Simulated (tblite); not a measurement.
C₃H₇ClSi.
SMILES with atom numbers: `[CH2:1]=[C:2]([CH3:3])[SiH2:4][Cl:5]` (hydrogens: H6, H7 on C1; H8, H9, H10 on C3; H11, H12 on Si4)

Cartesian coordinates in Å at the GFN2-xTB level; atoms count from 1:
```xyz
12
C3H7ClSi angstrom
C     -0.890    1.392    0.031
C     -0.267    0.221   -0.004
C     -0.997   -1.054    0.300
Si     1.569    0.067   -0.432
Cl     2.498   -0.922    1.068
H     -1.938    1.476    0.275
H     -0.381    2.317   -0.184
H     -2.041   -0.863    0.540
H     -0.950   -1.728   -0.555
H     -0.530   -1.561    1.144
H      1.743   -0.731   -1.646
H      2.183    1.385   -0.563
```

Computed with GFN2-xTB (tblite): harmonic, unscaled wavenumbers at the GFN2-xTB geometry, gas phase. The method is semi-empirical: single wavenumbers can be off by several per cent or more. Modes of hydrogen on silicon can be 10 to 20 % off. One conformer, not necessarily the lowest.

Harmonic wavenumbers (cm⁻¹): 33.6, 114.8, 145.0, 253.8, 360.5, 387.3, 498.5, 500.0, 575.0, 646.8, 678.2, 718.2, 773.9, 912.3, 965.7, 1014.1, 1040.0, 1218.9, 1399.6, 1423.6, 1479.6, 1486.5, 1681.9, 2243.6, 2282.0, 3000.4, 3014.5, 3025.8, 3072.9, 3112.7.

A = 5415, B = 1820, C = 1560 MHz; mass 106.001 u (most abundant isotopes); point group C1, symmetry number 1.

Q: What is the zero-point energy?

A: ½Σν̃ = 19030 cm⁻¹ = 227.65 kJ/mol.

Q: Give the ideal-gas entropy at 350 K and 1 bar in the rigid-rotor, harmonic-oscillator model (classical rotation).

A: Translation 170.35, rotation 116.80, vibration 93.37: S = 380.5 J/(mol K).

Q: And Cp and H(350 K) − H(0)?

A: Cp = 128.55 J/(mol K), of which vibrations give 95.30 (their classical limit is 30 R = 249.4); H(350 K) − H(0) = 28.48 kJ/mol without the zero-point energy, 16.84 from vibrations.

Q: What must be added to the electronic energy to get the Gibbs energy at 350 K and 1 bar?

A: ZPE + [H(350 K) − H(0)] − T·S = 227.65 + 28.48 − 133.18 = 122.95 kJ/mol.

Q: Blend soft modes into free rotors: weight 1/[1 + (100 cm⁻¹/ν̃)⁴] for the oscillator and the rest for a rotor with moment μB/(μ + B), μ = h/(8π²ν), B = 10⁻⁴⁴ kg m². What vibrational entropy results?

A: 84.62 J/(mol K) in place of 93.37, which changes −T·S at 350 K by +3.07 kJ/mol.

Hindered rotation and anharmonicity are outside this model. Other conformers, if any are populated, would add a mixing term that is left out. The structure is chiral; the term R ln 2 for an equal mix with its mirror image is left out.
